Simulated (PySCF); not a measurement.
**Relaxation of doublet ITcN**

These are results of PySCF, UPBE, basis Tc def2-SVP with ECP28, N def2-SVP, I def2-SVP with ECP28 (scalar-relativistic core potentials, no spin–orbit coupling, density fitting), not measurements. A (50,194) grid was used.

A start displaced from a saddle point along its imaginary mode, of Cs symmetry, held to at least that symmetry:

```xyz
3
charge 0 multiplicity 2, angstrom
Tc    0.0563   -0.0006   -1.3412
N    -0.2500    0.0025   -2.9388
I    -0.0163    0.0002    1.3696
```

What forces act on the atoms at the start (eV/Å)?


| atom | Fx | Fy | Fz |
| --- | --- | --- | --- |
| Tc1 | -0.13 | 0.00 | -1.57 |
| N2 | 0.20 | 0.00 | 1.68 |
| I3 | -0.06 | 0.00 | -0.11 |

What does it relax to?

It ends at Cs with Tc–I 2.619 Å, Tc–N 1.599 Å; I–Tc–N 116.8° (after a last refinement on a finer grid). The frequency run here used a shortcut that can spoil soft modes, so no verdict on minimum or saddle point is given. Other isomers or separated fragments may lie lower.

How much energy is released, and in how many steps?

30.7 kJ/mol in 11 steps.

Open d and f shells are described by one determinant, and the ground state may have another occupation or spin. Spin–orbit coupling, left out here, can matter for elements this heavy.
